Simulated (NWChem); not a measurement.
System: Si₂H₅O₂Cl; SMILES [SiH2]([Si@H](Cl)O)O

The following NWChem deck was run.

```
start job
memory heap 200 mb stack 900 mb global 1100 mb
geometry units angstroms noautoz
  O      0.910885    -2.469950    -0.169029
  Si    -0.463429    -1.678037     0.356053
  Si    -0.406280     0.558024    -0.357665
  O     -1.567400     1.395234     0.485059
  Cl     1.525068     1.286754     0.079069
  H      1.754364    -2.047437     0.049567
  H     -0.609844    -1.684105     1.840352
  H     -1.605166    -2.403245    -0.254401
  H     -0.540965     0.790994    -1.822135
  H     -1.709026     2.324497     0.249951
end
basis spherical
  * library def2-tzvp
end
dft
  xc xpbe96 cpbe96
  iterations 150
  semidirect filesize 400000000
  mulliken
end
task dft energy
```

Output (shortened):

```
             Northwest Computational Chemistry Package (NWChem) 7.3.0
             --------------------------------------------------------

 C1  symmetry detected

                             Geometry "geometry" -> ""
                             -------------------------

 Output coordinates in angstroms (scale by  1.889725989 to convert to a.u.)

  No.       Tag          Charge          X              Y              Z
 ---- ---------------- ---------- -------------- -------------- --------------
    1 O                    8.0000     1.02480338    -2.31237862    -0.18444024
    2 Si                  14.0000    -0.44762485    -1.63899145     0.22796866
    3 Si                  14.0000    -0.50489624     0.60793404    -0.45076106
    4 O                    8.0000    -1.79655155     1.33690935     0.29725333
    5 Cl                  17.0000     1.31834569     1.47514380     0.16212165
    6 H                    1.0000     1.81047741    -1.83024502     0.11224444
    7 H                    1.0000    -0.72063505    -1.68447090     1.69357936
    8 H                    1.0000    -1.47193596    -2.43845575    -0.48882118
    9 H                    1.0000    -0.53059723     0.85752668    -1.91845668
   10 H                    1.0000    -1.98990534     2.25675815     0.06197496

 Effective nuclear repulsion energy (a.u.)     360.4968687923

  pbe96 is a nonlocal functional; adding pw91lda local functional.

                                 NWChem DFT Module
                                 -----------------

 Summary of "ao basis" -> "ao basis" (spherical)
 ------------------------------------------------------------------------------
       Tag                 Description            Shells   Functions and Types
 ---------------- ------------------------------  ------  ---------------------
 O                         def2-tzvp                11       31   5s3p2d1f
 Si                        def2-tzvp                13       37   5s5p2d1f
 Cl                        def2-tzvp                13       37   5s5p2d1f
 H                         def2-tzvp                 4        6   3s1p

            General Information
            -------------------
          SCF calculation type: DFT
          Wavefunction type:  closed shell.
          No. of atoms     :    10
          No. of electrons :    66
           Alpha electrons :    33
            Beta electrons :    33
          Charge           :     0
          Spin multiplicity:     1
          Use of symmetry is: off; symmetry adaption is: off
          Maximum number of iterations: 150
          AO basis - number of functions:   203
                     number of shells:    81
          Convergence on energy requested:  1.00D-06
          Convergence on density requested:  1.00D-05
          Convergence on gradient requested:  5.00D-04

              XC Information
              --------------
          PerdewBurkeErnzerhof Exchange Functional  1.000
            Perdew 1991 LDA Correlation Functional  1.000 local
           PerdewBurkeErnz. Correlation Functional  1.000 non-local

             Grid Information
             ----------------
          Grid used for XC integration:  medium
          Radial quadrature: Mura-Knowles
          Angular quadrature: Lebedev.
          Tag              B.-S. Rad. Rad. Pts. Rad. Cut. Ang. Pts.
          ---              ---------- --------- --------- ---------
          O                   0.60       49          13.0       434
          Si                  1.10       88          12.0       590
          Cl                  1.00       88          12.0       590
          H                   0.35       45          13.0       434
          Grid pruning is: on
          Number of quadrature shells:   587
          Spatial weights used:  Erf1

      Superposition of Atomic Density Guess
      -------------------------------------

 Sum of atomic energies:       -1189.21617010

      Non-variational initial energy
      ------------------------------

 Total energy =   -1190.613328
 1-e energy   =   -2363.069078
 2-e energy   =     811.958881
 HOMO         =      -0.301266
 LUMO         =      -0.015220

------------------------------------------------------------
EAF file 0: "./job.aoints.0" size=596115456 bytes
------------------------------------------------------------
               write      read    awrite     aread      wait
               -----      ----    ------     -----      ----
     calls:     1137         0         0         0         0
   data(b): 5.96e+08  0.00e+00  0.00e+00  0.00e+00
   time(s): 0.00e+00  0.00e+00  0.00e+00  0.00e+00  0.00e+00
rate(mb/s): 0.00e+00  0.00e+00
------------------------------------------------------------

     ---------------------------------------------
      Total Density - Mulliken Population Analysis
     ---------------------------------------------

    Atom       Charge   Shell Charges
 -----------   ------   -------------------------------------------------------
    1 O    8     8.85   0.79  1.18  0.59  0.95  0.24  2.02  2.21  0.85  0.00  0.01  0.00
    2 Si  14    13.46   2.00  0.59  1.39  0.85  0.46  4.11  1.73  0.49  1.18  0.39  0.12  0.12  0.03
    3 Si  14    13.16   2.00  0.59  1.39  0.84  0.41  4.10  1.73  0.45  1.01  0.27  0.13  0.17  0.05
    4 O    8     8.84   0.79  1.18  0.59  0.95  0.24  2.02  2.20  0.85  0.00  0.01  0.00
    5 Cl  17    17.42   2.01  0.45  1.52  1.11  0.84  4.19  1.69  1.11  2.97  1.53  0.00  0.02  0.00
    6 H    1     0.54   0.19  0.25  0.06  0.04
    7 H    1     1.06   0.23  0.54  0.28  0.01
    8 H    1     1.05   0.23  0.54  0.27  0.01
    9 H    1     1.06   0.23  0.54  0.29  0.01
   10 H    1     0.55   0.19  0.25  0.06  0.04

   convergence    iter        energy       DeltaE   RMS-Dens  Diis-err
 ---------------- ----- ----------------- --------- --------- ---------
 d= 0,ls=0.0,diis     1  -1192.0889848014 -1.55D+03  7.57D-03  2.35D+00
 d= 0,ls=0.0,diis     2  -1191.7367999703  3.52D-01  6.04D-03  4.90D+00
 d= 0,ls=0.0,diis     3  -1192.1816848542 -4.45D-01  1.46D-03  5.61D-01
 d= 0,ls=0.0,diis     4  -1192.2269017157 -4.52D-02  7.06D-04  2.94D-02
 d= 0,ls=0.0,diis     5  -1192.2299827446 -3.08D-03  2.31D-04  6.86D-03
  Resetting Diis
 d= 0,ls=0.0,diis     6  -1192.2307897554 -8.07D-04  5.38D-05  2.50D-04
 d= 0,ls=0.0,diis     7  -1192.2308025951 -1.28D-05  7.55D-05  1.22D-04
 d= 0,ls=0.0,diis     8  -1192.2307531876  4.94D-05  5.24D-05  6.45D-04
 d= 0,ls=0.0,diis     9  -1192.2308142600 -6.11D-05  3.85D-06  1.33D-06
 d= 0,ls=0.0,diis    10  -1192.2308144057 -1.46D-07  1.01D-06  1.22D-07

         Total DFT energy =    -1192.230814405654
      One electron energy =    -2367.500725476516
           Coulomb energy =      903.353879598074
    Exchange-Corr. energy =      -88.580837319550
 Nuclear repulsion energy =      360.496868792338

 Numeric. integr. density =       66.000001287568

                       DFT Final Molecular Orbital Analysis
                       ------------------------------------

 Vector   31  Occ=2.000000D+00  E=-2.862459D-01
              MO Center=  4.7D-01,  1.3D+00,  1.5D-01, r^2= 3.3D+00
   Bfn.  Coefficient  Atom+Function         Bfn.  Coefficient  Atom+Function
  ----- ------------  ---------------      ----- ------------  ---------------
   153      0.314417   5 Cl pz              151     -0.278091   5 Cl px
   111     -0.210550   4 O  px              156      0.201838   5 Cl pz
   152      0.191409   5 Cl py              154     -0.180535   5 Cl px
   114     -0.173521   4 O  px              150      0.148819   5 Cl pz
   148     -0.130692   5 Cl px              117     -0.129393   4 O  px

 Vector   32  Occ=2.000000D+00  E=-2.814044D-01
              MO Center=  2.1D-01, -9.2D-01,  8.0D-02, r^2= 5.4D+00
   Bfn.  Coefficient  Atom+Function         Bfn.  Coefficient  Atom+Function
  ----- ------------  ---------------      ----- ------------  ---------------
     8      0.289480   1 O  pz               11      0.238644   1 O  pz
    14      0.179881   1 O  pz              153      0.174891   5 Cl pz
   152     -0.153999   5 Cl py              181     -0.138525   7 H  s
   113      0.132900   4 O  pz              182     -0.124468   7 H  s
   156      0.115690   5 Cl pz              188      0.111408   8 H  s

 Vector   33  Occ=2.000000D+00  E=-2.447854D-01
              MO Center=  1.7D-03, -4.9D-01, -1.0D-01, r^2= 4.5D+00
   Bfn.  Coefficient  Atom+Function         Bfn.  Coefficient  Atom+Function
  ----- ------------  ---------------      ----- ------------  ---------------
    84     -0.225644   3 Si py               47      0.207966   2 Si py
   152      0.177537   5 Cl py                7     -0.173342   1 O  py
    72      0.150704   3 Si s               194     -0.145417   9 H  s
     8      0.142993   1 O  pz               10     -0.140861   1 O  py
   153     -0.140739   5 Cl pz              155      0.140425   5 Cl py

 Vector   34  Occ=0.000000D+00  E=-6.233177D-02
              MO Center= -4.1D-01, -5.0D-01, -9.0D-02, r^2= 5.6D+00
   Bfn.  Coefficient  Atom+Function         Bfn.  Coefficient  Atom+Function
  ----- ------------  ---------------      ----- ------------  ---------------
    49      0.386770   2 Si px               50     -0.363956   2 Si py
    73      0.350016   3 Si s                86      0.332059   3 Si px
   110      0.321364   4 O  s                 5     -0.318322   1 O  s
    87     -0.304618   3 Si py               36     -0.288089   2 Si s
    83      0.232620   3 Si px              200     -0.213886  10 H  s

[...]
```

Level: PBE/def2-TZVP. Structure relaxed at the B3LYP/6-31G* (spherical d) level.
